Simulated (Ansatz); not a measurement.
A thermochemical cycle in electronic energies (no zero-point or thermal terms), species as SMILES, kcal/mol. Each molecule is optimised on its own at B3LYP-D3(BJ)/def2-TZVP (Ansatz, a quantum-chemistry and plane-wave program). Cores are frozen in the correlated levels unless marked. Open shells are spin-unrestricted. No spin-orbit coupling. Non-relativistic. Basis-set limits of correlation are two-point, X^-3; Hartree-Fock from the larger set. The bracket is a focal-point correction in the basis named. Anions need diffuse functions, of which def2-TZVPD holds fewer than the aug- sets.

| step | RI-MP2/CBS(aug-cc-pV(T+d)Z,aug-cc-pV(Q+d)Z)+[CCSD(T)-MP2]/aug-cc-pV(T+d)Z (Ansatz) | wB97X-V/def2-TZVPD (Ansatz) |
|---|---|---|
| bond energy D: [SiH3]P → [SiH3][PH] + H atom | 87.1 | 86.3 |
| electron affinity EA, positive where the anion is bound: [SiH3][PH] + e- → [SiH3][PH-] | 44.1 | 40.3 |
| ionisation of the H atom at the same level, IE | 313.7 | 314.1 |

Find the deprotonation energy A: [SiH3]P -> [SiH3][PH-] + H+.

Breaking the bond, ionising the H atom and attaching the electron to the radical add up to the deprotonation, A = D + IE - EA. At RI-MP2/CBS(aug-cc-pV(T+d)Z,aug-cc-pV(Q+d)Z)+[CCSD(T)-MP2]/aug-cc-pV(T+d)Z: A = D + IE - EA = 87.1 + 313.7 - 44.1 = 356.7. At wB97X-V/def2-TZVPD: A = D + IE - EA = 86.3 + 314.1 - 40.3 = 360.1. The functional differs from the first level by -0.8 in D, -3.8 in EA and +3.4 in A; for EA and A the gap mixes functional and basis. The site is the one shown; other sites or isomers of the anion may lie lower.
